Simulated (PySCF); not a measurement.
Structure with atom numbers: `[CH3:1][C:2]#[C:3][C:4]([CH3:5])([F:6])[F:7]`. Each H is labelled by its parent atom.

Geometry: PBE0-D3(BJ)/def2-SVP; GIAO shifts from PySCF 2.14.0 with density-fitted response routines, gas phase, non-relativistic, averaged over equivalent atoms.

At KT3/pcSseg-1 (149 basis functions, 23 s wall time on 1 thread of an Arm Neoverse V1, shared host):
| atoms | δ (ppm) |
| --- | --- |
| C4 | 112.5 |
| C2 | 77.8 |
| C3 | 71.6 |
| C5 | 28.5 |
| C1 | 5.9 |
| F6/F7 | -112.6 |
| H(C1) | 2.03 |
| H(C5) | 1.61 |

Shifts are taken against calculated references (same method and geometry level): 13C (182.31 ppm), 1H (31.32 ppm) against TMS; 19F (149.45 ppm) vs CFCl3.

Question: Predict the values at CAM-B3LYP/pcSseg-1 on the same geometry.

Answer: 
| atoms | δ at CAM-B3LYP/pcSseg-1 | change |
| --- | --- | --- |
| C4 | 116.3 | +3.8 |
| C2 | 89.8 | +12.0 |
| C3 | 80.3 | +8.7 |
| C5 | 30.3 | +1.8 |
| C1 | 2.9 | -3.0 |
| F6/F7 | -90.5 | +22.1 |
| H(C1) | 1.90 | -0.13 |
| H(C5) | 1.68 | +0.07 |

Scale: TMS for 13C (σ = 182.45 ppm) and 1H (σ = 31.33 ppm); 19F (σ = 189.10 ppm) against CFCl3 (reference shieldings calculated alike).

The largest change is at F6/F7 (fluorine of a CF2 group). Cost: 149 basis functions, 26 s wall time on 1 thread of an Arm Neoverse V1, shared host. The order of the carbon signals is the same at both levels.

Unscaled 19F shifts against computed CFCl3 carry errors that often reach 10 to 50 ppm.
